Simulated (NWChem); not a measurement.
Species: AlHSeF₂; SMILES [F][Al]([F])[SeH]

```xyz
5

Al     0.0022    -0.9862     0.0000
F     -1.3973    -1.8653     0.0000
F      1.4469    -1.7916     0.0000
Se    -0.0734     1.2958     0.0000
H      1.3979     1.3503     0.0000
```
Atoms are numbered in this order, from 1.

Level: PBE0/def2-SVP (NWChem), optimised geometry, unscaled harmonic frequencies. This build's default masses of Se (78.918 u) and Br (79.917 u) are each other's, which moves their modes by up to 0.6 %.

Question: List the harmonic frequencies with IR intensities, and the thermochemistry.

Answer: 
```csv
frequency (cm⁻¹),IR intensity (km/mol)
140,7.9
206,24.1
235,16.9
246,58.6
396,46.3
595,1.5
820,155.6
967,110.7
2455,2.4
```

| Quantity | Result |
|---|---|
| zero-point energy | 8.7 kcal/mol |
| thermal correction to the enthalpy at 298.15 K (with zero-point energy) | 12.8 kcal/mol |
| heat capacity Cv | 16.8 cal/(mol K) |
| entropy at 298.15 K and 1 atm (symmetry number 1) | 78.4 cal/(mol K) |
| dipole moment | 1.44 D |

Rigid rotor and harmonic oscillator.
